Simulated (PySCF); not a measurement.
A mixed set of molecules.

All values: CAM-B3LYP/def2-SVPD (PySCF) at GFN2-xTB geometries, gas phase, one conformer each. Core orbitals are frozen in the response; Δα² is half the sum of the squared differences of the principal polarisabilities.

(1) Rank by HOMO energy, highest first.
A. `c1c(C)cc(nn1)OC`
B. `O=C(O)C=C(F)F`
C. `n1(cncc1C(=O)O)[SiH3]`
D. `F[C@H]1[C@@H](F)C(=C)[C@H]1F`

(2) Rank by HOMO–LUMO gap, lowest first.
A. `COc1cc(C)cnn1`
B. `O=C(O)c1cncn1[SiH3]`
C. `O=C(O)C=C(F)F`

## Answers

(1) A (-8.00 eV), C (-8.62 eV), D (-9.74 eV), B (-9.86 eV).

(2) A (7.92 eV), B (8.17 eV), C (9.47 eV).

All values together:

| SMILES | formula | μ (D) | HOMO (eV) | LUMO (eV) | α (Å³) | Δα (Å³) | electrons | α per electron (Å³) |
| --- | --- | --- | --- | --- | --- | --- | --- | --- |
| Cc1n[nH]c(C=O)c1C | C6H8N2O | 3.10 | -8.69 | -0.86 | 13.17 | 8.21 | 66 | 0.200 |
| O=C(O)C=C(F)F | C3H2F2O2 | 2.21 | -9.86 | -0.39 | 6.94 | 4.34 | 54 | 0.129 |
| C=C1[C@@H](F)[C@@H](F)[C@H]1F | C5H5F3 | 3.65 | -9.74 | -0.23 | 8.84 | 3.09 | 62 | 0.143 |
| O=C(O)c1cncn1[SiH3] | C4H6N2O2Si | 2.02 | -8.62 | -0.46 | 13.52 | 7.00 | 74 | 0.183 |
| COc1cc(C)cnn1 | C6H8N2O | 3.11 | -8.00 | -0.09 | 13.00 | 8.06 | 66 | 0.197 |

Conformers: `[CH3:1][c:2]1[n:3][nH:4][c:5]([CH:6]=[O:7])[c:8]1[CH3:9]` with N4–C5–C6–O7 0°; `[O:1]=[C:2]([OH:3])[CH:4]=[C:5]([F:6])[F:7]` with O1–C2–O3–H 0°, O1–C2–C4–C5 0°; `[CH2:1]=[C:2]1[C@@H:3]([F:4])[C@@H:5]([F:6])[C@H:7]1[F:8]` with C1–C2–C3–F4 38°, C2–C3–C5–F6 -100°, C3–C5–C7–F8 -133°, C1–C2–C7–C5 -157°; `[O:1]=[C:2]([OH:3])[c:4]1[cH:5][n:6][cH:7][n:8]1[SiH3:9]` with O1–C2–O3–H 0°, O1–C2–C4–C5 180°; `[CH3:1][O:2][c:3]1[cH:4][c:5]([CH3:6])[cH:7][n:8][n:9]1` with C1–O2–C3–C4 180°.
